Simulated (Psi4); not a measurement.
C₃H₉In (SMILES [CH3][In]([CH3])[CH3]), singlet, geometry from GFN2-xTB (such geometries of metal compounds can be far from the true shape) (all electrons, no relativity); SVWN/3-21G (Psi4).

Here is a job for Psi4.
```
memory 2 GB

molecule mol {
0 1
In   -0.000271    0.000588   -0.000699
C    -1.547414   -1.603627   -0.255167
H    -1.476459   -2.031502   -1.255105
H    -2.545325   -1.184255   -0.130214
H    -1.399044   -2.394809    0.478474
C    -0.162120    1.916997   -1.155486
H     0.802561    2.172802   -1.592476
H    -0.463524    2.724526   -0.488383
H    -0.900661    1.823226   -1.950320
C     1.711036   -0.315964    1.413937
H     2.336469    0.574228    1.462973
H     2.317505   -1.157123    1.078655
H     1.332729   -0.540359    2.410941
}

set {
  basis 3-21g
  reference rks
  scf_type pk
  dft_basis_tolerance 1e-8
}

energy('svwn')
print_variables()
```

The log (banner, timings and long lists left out):

```
   => Loading Basis Set <=

    Name: 3-21G
    Role: ORBITAL
    Keyword: BASIS

         ---------------------------------------------------------
                                   SCF
               by Justin Turney, Rob Parrish, Andy Simmonett
                          and Daniel G. A. Smith
                              RKS Reference
         ---------------------------------------------------------

  ==> Geometry <==

    Molecular point group: c1
    Full point group: C1

    Geometry (in Angstrom), charge = 0, multiplicity = 1:

       Center              X                  Y                   Z               Mass
    ------------   -----------------  -----------------  -----------------  -----------------
         IN          -0.000215799341     0.000443816383    -0.000534904920   114.903878776000
         C           -1.547358799341    -1.603771183617    -0.255002904920    12.000000000000
         H           -1.476403799341    -2.031646183617    -1.254940904920     1.007825032230
         H           -2.545269799341    -1.184399183617    -0.130049904920     1.007825032230
         H           -1.398988799341    -2.394953183617     0.478638095080     1.007825032230
         C           -0.162064799341     1.916852816383    -1.155321904920    12.000000000000
         H            0.802616200659     2.172657816383    -1.592311904920     1.007825032230
         H           -0.463468799341     2.724381816383    -0.488218904920     1.007825032230
         H           -0.900605799341     1.823081816383    -1.950155904920     1.007825032230
         C            1.711091200659    -0.316108183617     1.414101095080    12.000000000000
         H            2.336524200659     0.574083816383     1.463137095080     1.007825032230
         H            2.317560200659    -1.157267183617     1.078819095080     1.007825032230
         H            1.332784200659    -0.540503183617     2.411105095080     1.007825032230

  Running in c1 symmetry.

  Rotational constants: A =      0.13122  B =      0.13063  C =      0.06796 [cm^-1]
  Rotational constants: A =   3933.96003  B =   3916.23166  C =   2037.29014 [MHz]
  Nuclear repulsion =  351.082407629891122

  Charge       = 0
  Multiplicity = 1
  Electrons    = 76
  Nalpha       = 38
  Nbeta        = 38

  ==> Algorithm <==

  SCF Algorithm Type is PK.
  DIIS enabled.
  MOM disabled.
  Fractional occupation disabled.
  Guess Type is SAD.
  Energy threshold   = 1.00e-06
  Density threshold  = 1.00e-06
  Integral threshold = 1.00e-12

  ==> Primary Basis <==

  Basis Set: 3-21G
    Blend: 3-21G
    Number of shells: 46
    Number of basis functions: 78
    Number of Cartesian functions: 78
    Spherical Harmonics?: false
    Max angular momentum: 2

  ==> DFT Potential <==

   => LibXC <=

    Version 7.1.2
    S. Lehtola, C. Steigemann, M. J. T. Oliveira, and M. A. L. Marques,  SoftwareX 7, 1–5 (2018) (10.1016/j.softx.2017.11.002)

   => Composite Functional: SVWN <=

    Slater exchange
    Vosko, Wilk & Nusair (VWN5_RPA)
    P. A. M. Dirac,  Math. Proc. Cambridge Philos. Soc. 26, 376 (1930) (10.1017/S0305004100016108)
    F. Bloch,  Z. Phys. 57, 545 (1929) (10.1007/BF01340281)
    S. H. Vosko, L. Wilk, and M. Nusair,  Can. J. Phys. 58, 1200 (1980) (10.1139/p80-159)

    Deriv               =              1
    GGA                 =          FALSE
    Meta                =          FALSE

    Exchange Hybrid     =          FALSE
    MP2 Hybrid          =          FALSE

   => Exchange Functionals <=

    1.0000         XC_LDA_X

   => Correlation Functionals <=

    1.0000   XC_LDA_C_VWN_RPA

   => LibXC Density Thresholds  <==

    XC_LDA_C_VWN_RPA:  1.00E-15
    XC_LDA_X:  1.00E-15

   => Molecular Quadrature <=

    Radial Scheme          =       TREUTLER
    Pruning Scheme         =           NONE
    Nuclear Scheme         =       TREUTLER

    Blocking Scheme        =         OCTREE
    BS radius alpha        =              1
    Pruning alpha          =              1
[...]
   Calculation information:
      Number of atoms:                  13
      Number of AO shells:              46
      Number of primitives:             87
      Number of atomic orbitals:        78
      Number of basis functions:        78

      Integral cutoff                 1.00e-12
      Number of threads:                 1

  Performing in-core PK
  Using 9495642 doubles for integral storage.
  We computed 436416 shell quartets total.
  Whereas there are 584821 unique shell quartets.

  ==> DiskJK: Disk-Based J/K Matrices <==

    J tasked:                  Yes
    K tasked:                   No
    wK tasked:                  No
    Schwarz Cutoff:          1E-12

  Minimum eigenvalue in the overlap matrix is 1.2727814061E-03.
  Reciprocal condition number of the overlap matrix is 2.8671305245E-04.
    Using symmetric orthogonalization.

  ==> Pre-Iterations <==

  SCF Guess: Superposition of Atomic Densities via on-the-fly atomic UHF (no occupation information).

   -------------------------
    Irrep   Nso     Nmo
   -------------------------
     A         78      78
   -------------------------
    Total      78      78
   -------------------------

  ==> Iterations <==

                        Total Energy        Delta E     RMS |[F,P]|

   @RKS iter SAD: -5827.28834589362577   -5.82729e+03   0.00000e+00
   @RKS iter   1: -5831.06661494396849   -3.77827e+00   1.48714e-02 DIIS/ADIIS
   @RKS iter   2: -5831.01173828625178    5.48767e-02   1.44080e-02 DIIS/ADIIS
   @RKS iter   3: -5831.71830667914310   -7.06568e-01   3.77029e-03 DIIS/ADIIS
   @RKS iter   4: -5831.76199191485375   -4.36852e-02   9.29431e-04 DIIS/ADIIS
   @RKS iter   5: -5831.76603465633980   -4.04274e-03   1.17058e-04 DIIS/ADIIS
   @RKS iter   6: -5831.76611689028596   -8.22339e-05   1.09016e-05 DIIS
   @RKS iter   7: -5831.76611667556790    2.14718e-07   1.34275e-05 DIIS
   @RKS iter   8: -5831.76611732183756   -6.46270e-07   1.90337e-07 DIIS
  Energy and wave function converged.

  ==> Post-Iterations <==

   Electrons on quadrature grid:
      Ntotal   =   76.0000064379 ; deviation = 6.438e-06

    Orbital Energies [Eh]
    ---------------------

    Doubly Occupied:

[...]
    Virtual:

[...]
      78A    196.328352

    Final Occupation by Irrep:
              A
    DOCC [    38 ]
    NA   [    38 ]
    NB   [    38 ]

  @RKS Final Energy: -5831.76611732183756

   => Energetics <=

    Nuclear Repulsion Energy =            351.0824076298911223
    One-Electron Energy =               -8754.8158486762731627
    Two-Electron Energy =                2742.5788044188934691
    DFT Exchange-Correlation Energy =    -170.6114806943487849
    Empirical Dispersion Energy =           0.0000000000000000
    VV10 Nonlocal Energy =                  0.0000000000000000
    Total Energy =                      -5831.7661173218375552

Computation Completed

Properties will be evaluated at   0.000000,   0.000000,   0.000000 [a0]

Properties computed using the SCF density matrix

 Multipole Moments:

 ------------------------------------------------------------------------------------
     Multipole            Electronic (a.u.)      Nuclear  (a.u.)        Total (a.u.)
 ------------------------------------------------------------------------------------

 L = 1.  Multiply by 2.5417464519 to convert [e a0] to [Debye]
 Dipole X            :         -0.0099298            0.0078976           -0.0020322
 Dipole Y            :          0.0209484           -0.0207415            0.0002069
 Dipole Z            :         -0.0248569            0.0235634           -0.0012934
 Magnitude           :                                                    0.0024177

 ------------------------------------------------------------------------------------

  Variable Map:
  ----------------------------------------------------------------------------
[...]
  Array Variable Map:
  ----------------------------------------------------------------------------
[...]
[...]
```
